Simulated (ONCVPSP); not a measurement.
# Transferability test, ONCV potential for niobium (Nb)

| Item | Value |
| --- | --- |
| Element | niobium |
| Generator | ONCVPSP 4.0.1 |
| Type | optimised norm-conserving Vanderbilt (ONCV) |
| Functional | PBEsol |
| Relativity | fully relativistic |
| Frozen core | [Ar] 3d10 |
| Valence charge | 13 |
| Reference configuration | 4s2 4p6 4d4.5 5s0.5 |
| Partial waves | 4s+5s: rc 1.75 bohr, ncon 5, nbas 9, qcut 7.5 1/bohr, 2 projectors; 4p: rc 1.65 bohr, ncon 4, nbas 8, qcut 7.7 1/bohr, 3 projectors, debl 0.9 Ha; 4d: rc 2.20 bohr, ncon 5, nbas 10, qcut 6.4 1/bohr, 2 projectors, debl 2 Ha |
| Local potential | polynomial inside 1.55 bohr (lpopt 5, dvloc0 0 Ha) |
| Core correction | Teter function, fcfact 4.75, rcfact 1.75 |

Open shells are filled in proportion to 2j + 1.

In the p channel the program set the typed energies aside and used -1.208, 0.250, 1.150 Ha (j = l + 1/2; the other j can differ).

Energies are relative to the spin-unpolarised reference configuration 4s2 4p6 4d4.5 5s0.5; without spin polarisation the order of configurations can differ from experiment.

Question: Give the all-electron excitation energy and the error of the potential for: 4s2 4p6 4d4 5s1; 4s2 4p6 4d4 5s0; 4s2 4p6 4d3 5s0; 4s2 4p6 4d4 5s0.5.

Answer:

```
valence configuration  charge  ΔE all-electron (eV)  error AE − PS (meV)
      4s2 4p6 4d4 5s1       0                -0.566                 -0.5
      4s2 4p6 4d4 5s0      +1                 6.088                 -0.1
      4s2 4p6 4d3 5s0      +2                20.116                 +0.2
    4s2 4p6 4d4 5s0.5    +0.5                 2.088                 -0.1
```

Levels in the configuration 4s2 4p6 4d4 5s0.5:

```tsv
level	all-electron (eV)	pseudo (eV)
4s j=1/2	-61.363	-61.358
4p j=3/2	-36.871	-36.869
4p j=1/2	-38.975	-38.972
4d j=5/2	-5.985	-5.985
4d j=3/2	-6.146	-6.146
5s j=1/2	-6.630	-6.630
```
